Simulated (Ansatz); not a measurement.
`F[SiH](F)S` + `N[SiH2]CF` → `N[SiH](F)S` + `FC[SiH2]F`  (redistribution)

Isolated molecules relaxed with PBE0-D4/def2-TZVP in Ansatz; ΔE leaves out vibrations. CBS: MP2 limit from def2 TZ/QZ plus the TZ coupled-cluster correction, frozen cores. DFT in def2-TZVPP. Each species was taken in one conformer, which may not be the lowest.

`F[SiH](F)S`:

Cartesian coordinates in Å:
```
F 0.338 0.757 -1.485
Si -0.369 -0.078 -0.338
F 0.033 -1.587 -0.612
S 0.265 0.550 1.567
H -1.827 0.073 -0.441
H 1.559 0.285 1.309
```

`N[SiH2]CF`:

```xyz
10

N    -1.060   -1.160    0.380
Si   -0.276    0.355    0.575
C     1.131    0.434   -0.684
F     0.602    0.295   -1.970
H    -1.688   -1.497    1.091
H    -1.387   -1.420   -0.538
H    -1.130    1.562    0.365
H     0.284    0.419    1.952
H     1.671    1.386   -0.641
H     1.853   -0.375   -0.530
```

`N[SiH](F)S`:

Cartesian coordinates in Å:
```
N 0.049 -0.494 -1.301
Si -0.347 0.210 0.182
F -0.087 1.786 0.299
S 0.905 -0.712 1.626
H -0.606 -0.534 -2.064
H 0.999 -0.645 -1.593
H -1.798 0.042 0.397
H 0.884 0.347 2.453
```

`FC[SiH2]F`:

Cartesian coordinates in Å:
```
F 0.566 1.857 0.027
C -0.296 0.847 -0.378
Si 0.205 -0.813 0.351
F 1.572 -1.308 -0.315
H -0.301 0.814 -1.473
H -1.311 1.107 -0.052
H -0.854 -1.802 0.028
H 0.419 -0.703 1.812
```

| level | ΔE (kJ/mol) |
| --- | --- |
| revPBE | -7.0 |
| MP2/def2-SVP | -7.4 |
| HF/def2-TZVPP | -8.3 |
| SCS-MP2/def2-QZVPP | -7.3 |

Question: What does CCSD(T)/CBS give? (Best estimate.)

Answer: Ansatz gave: -7.0 kJ/mol. The listed levels differ from it by 0.0, -0.4, -1.3, -0.3 kJ/mol.

Largest T1 diagnostic among the species: 0.012.

Leaving LDA and LC-ωPBE aside and taking each functional with its dispersion term where it has one, the values, not all of them listed here, spread over 2.5 kJ/mol, from BHLYP-D4 to B97M-V.
